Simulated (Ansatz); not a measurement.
CH8BGeN can be A, `CN[BH][GeH3]`, or B, `[BH2][GeH]([CH3])[NH2]`.

Computed with Ansatz on PBE0-D4/def2-TZVP structures; ΔE is electronic, products minus reactants. CCSD(T)/CBS is the MP2 limit (def2-TZVPP, def2-QZVPP) plus CCSD(T) − MP2 in def2-TZVPP, frozen cores. DFT in def2-TZVPP. B3LYP here is the variant with VWN-RPA as its local correlation; programs differ in this. For Ge outer-core shells are correlated without core-valence functions, which leaves a few kJ/mol of doubt a bond. Scalar relativity is left out up to krypton. Each species was taken in one conformer, which may not be the lowest.

Task: Which isomer does CCSD(T)/CBS put lower? Give the gap. (Estimate.)

Result: Ansatz gave: A, by 94.7 kJ/mol.

Task: Give E(B) − E(A) in kJ/mol with PBE0-D4, MP2/def2-TZVPP, CCSD/def2-TZVPP, B3LYP-D4, B3LYP, ωB97M-V, PBE-D4. (Best estimate.)

Result: Computed: PBE0-D4 108.3, MP2/def2-TZVPP 89.2, CCSD/def2-TZVPP 92.0, B3LYP-D4 106.3, B3LYP 106.4, ωB97M-V 101.9, PBE-D4 113.8. None reverses the order clearly.

Largest T1 diagnostic: 0.013.

From PBE to PBE0 (25 % exact exchange), in def2-TZVPP and without D4, E(B) − E(A) moves by −5.4 kJ/mol. In def2-TZVPP, CCSD(T) changes the Hartree–Fock value by +9.8 kJ/mol (the triples alone add +2.5 kJ/mol) and MP2 by +4.5 kJ/mol.
